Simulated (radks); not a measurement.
Q: Coherent X-ray form factor from a spherical all-electron density. Method: scalar-relativistic Kohn-Sham, PBE, spin-unpolarised, spherical densities, finite nucleus; Fermi nuclear charge, rms radius of each element as measured or else 0.836 A^(1/3) + 0.57 fm; computed with a radial shooting solver on a logarithmic mesh with Libxc functionals.

sin(theta)/lambda (1/angstrom)  f0 (electrons)
0.05                                    17.930
0.1                                     17.724
0.15                                    17.390
0.2                                     16.939
0.25                                    16.389
0.3                                     15.759
0.4                                     14.340
0.5                                     12.845
0.6                                     11.412
0.8                                      9.059
1                                        7.505
1.25                                     6.356
1.5                                      5.583
2                                        4.213

The species is in the configuration that NIST lists as its ground one. Which atom or ion scatters so?

A: The zinc ion Zn12+, [Ar]. Extrapolating in s^2 from the first two rows gives f0(0) = 18.0, near the electron count 18; among species with that count, the fall with angle is slower the higher Z, and the table is that of Z = 30; from so few rows the species is fixed only to a neighbour or two.
